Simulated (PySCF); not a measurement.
Cu(OH2)4, H8CuO4 (cation, charge +2), SMILES [OH2]->[Cu+2](<-[OH2])(<-[OH2])<-[OH2], doublet, PBE0/def2-SVP optimised geometry.

```
13

Cu     0.00     0.00     0.00
O     -1.99     0.00     0.00
H     -2.51     0.27     0.77
H     -2.50    -0.71    -0.43
O      0.00     1.55    -1.25
H     -0.27     2.44    -0.96
H     -0.28     1.46    -2.17
O      1.99     0.00     0.00
H      2.51     0.70     0.44
H      2.50    -0.27    -0.78
O      0.00    -1.55     1.24
H      0.27    -2.44     0.96
H      0.28    -1.47     2.17
```

Density from unrestricted PBE0/def2-TZVP run with PySCF at that geometry.

Minimum of the electron density along straight lines between bonded atoms, close to the bond critical point (lines longer than 1.1 times the sum of covalent radii, or with two minima, are not listed):

| bond | length / Å | ρ at the minimum / e bohr⁻³ | ∇²ρ there / e bohr⁻⁵ | position (fraction from the first atom) |
|---|---|---|---|---|
| Cu1–O2 | 1.987 | 0.076 | 0.38 | 0.48 |
| O2–H3 | 0.973 | 0.341 | -2.41 | 0.82 |
| O2–H4 | 0.973 | 0.341 | -2.41 | 0.82 |
| Cu1–O5 | 1.987 | 0.076 | 0.38 | 0.48 |
| O5–H6 | 0.973 | 0.341 | -2.41 | 0.82 |
| O5–H7 | 0.973 | 0.341 | -2.41 | 0.82 |
| Cu1–O8 | 1.987 | 0.076 | 0.38 | 0.48 |
| O8–H9 | 0.973 | 0.341 | -2.41 | 0.82 |
| O8–H10 | 0.973 | 0.341 | -2.41 | 0.82 |
| Cu1–O11 | 1.987 | 0.076 | 0.38 | 0.48 |
| O11–H12 | 0.973 | 0.341 | -2.41 | 0.82 |
| O11–H13 | 0.973 | 0.341 | -2.41 | 0.82 |
